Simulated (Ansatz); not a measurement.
Geometry optimisation, Ansatz, RKS revPBE/6-31G*.

input.yaml

```yaml
crystal:
  periodic: [false, false, false]
  atoms:
    - { symbol: "N", position_ang: [-0.7955, 2.25, 0.2745] }
    - { symbol: Si, position_ang: [-0.3732, 0.7906, -0.3566] }
    - { symbol: S, position_ang: [0.3406, -0.2309, 1.3204] }
    - { symbol: Si, position_ang: [1.093, -1.913, 0.2034] }
    - { symbol: H, position_ang: [-1.2019, 2.1402, 1.1848] }
    - { symbol: H, position_ang: [-1.6156, 2.6764, -0.288] }
    - { symbol: H, position_ang: [0.6737, 1.0117, -1.3993] }
    - { symbol: H, position_ang: [-1.5545, 0.1589, -0.8674] }
    - { symbol: H, position_ang: [-0.1389, -2.506, -0.453] }
    - { symbol: H, position_ang: [1.5994, -2.9244, 1.1581] }
    - { symbol: H, position_ang: [2.0383, -1.5105, -0.7563] }
basis:
  gaussian: { orbitals: "6-31G*" }
hamiltonian:
  xc: revpbe
relax:
  f_tol: 0.015
  max_steps: 40
```

Launched with:

```bash
$ ansatz run input.yaml --threads 1 --pin off --max-ram 2048MiB --backend cpu --events-out ev --progress --plain --runs-dir out
```

Question: Where does it end, and by what steps?

Answer: It converged. The force dipped under the threshold on the way, but the program's further checks kept it going. After 18 steps the energy has fallen by 0.858 eV; H6 moved furthest, 1.13 Å.

| step | energy less start (eV) | largest force component (eV/Å) | accepted |
| --- | --- | --- | --- |
| 0 | 0.0000 | 4.205 | yes |
| 1 | -0.5987 | 1.588 | yes |
| 2 | -0.6422 | 0.901 | yes |
| 3 | -0.6904 | 0.569 | yes |
| 4 | -0.7182 | 0.097 | yes |
| 5 | -0.7252 | 0.315 | yes |
| 6 | -0.7547 | 0.164 | yes |
| 7 | -0.7587 | 0.412 | yes |
| 8 | -0.7702 | 0.214 | yes |
| 9 | -0.7865 | 0.411 | yes |
| 10 | -0.8026 | 0.249 | yes |
| 11 | -0.7734 | 1.613 | no |
| 12 | -0.8213 | 0.348 | yes |
| 13 | -0.8400 | 0.164 | yes |
| 14 | -0.8445 | 0.714 | yes |
| 15 | -0.8570 | 0.045 | yes |
| 16 | -0.8568 | 0.083 | no |
| 17 | -0.8582 | 0.012 | yes |
| 18 | -0.8584 | 0.014 | yes |

```xyz
11
Properties=species:S:1:pos:R:3
N -1.319 2.251 0.138
Si -0.348 0.922 -0.439
S 0.787 -0.108 1.133
Si 1.060 -2.070 0.261
H -2.057 2.048 0.816
H -0.831 3.108 0.408
H 0.607 1.503 -1.436
H -1.250 -0.087 -1.085
H -0.252 -2.765 0.033
H 1.878 -2.850 1.243
H 1.789 -2.009 -1.051
```

The run took 2.4 min on 1 CPU thread of a shared host.
